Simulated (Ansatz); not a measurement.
Species: trimethylborane, C3H9B, charge 0, multiplicity 1. 
Structure (B3LYP-D3(BJ)/def2-TZVP (Ansatz, a quantum-chemistry and plane-wave program) minimum search):
SMILES: CB(C)C
```xyz
13

B      0.0029    -0.0013     0.0041
C      1.5300    -0.2716    -0.2460
C     -0.5365     1.4733     0.0642
C     -0.9922    -1.2029     0.1837
H      1.7766     0.0686    -1.2611
H      1.8365    -1.3160    -0.1658
H      2.1589     0.3339     0.4147
H      0.2301     2.2497     0.0855
H     -1.2089     1.6186     0.9163
H     -1.1622     1.6469    -0.8214
H     -2.0504    -0.9423     0.1221
H     -0.7843    -2.0250    -0.5076
H     -0.8195    -1.6206     1.1860
```

CCSD(T) with Ansatz in growing basis sets, 24 correlated electrons. Correlated levels leave the core frozen unless marked. Open shells are spin-unrestricted. Spin-orbit coupling is left out. No relativistic terms. Costs are ratios of core time to the smallest set, on shared machines of one kind, and rough; they hold the program's checks for lower states.

```json
[
 {"basis": "cc-pVDZ", "functions": "101", "cost over smallest": "1×", "E(corr) (Eh)": "-0.5986", "electronic atomisation energy (kcal/mol)": "1122.9"},
 {"basis": "cc-pVTZ", "functions": "246", "cost over smallest": "30×", "E(corr) (Eh)": "?", "electronic atomisation energy (kcal/mol)": "?"}
]
```

### Question
What does the step to cc-pVTZ buy, and how does its cost grow by formal scaling?

### Answer
Formally CCSD grows as o²v⁴ and (T) as o³v⁴; with o = 12 and v going from 85 to 230 both grow 54-fold in the last step, while integrals and the mean field grow more slowly. That step adds 118.6 mEh of correlation energy and 53.5 kcal/mol to the atomisation energy. Row: E(corr) (Eh) -0.7171, electronic atomisation energy (kcal/mol) 1176.4.
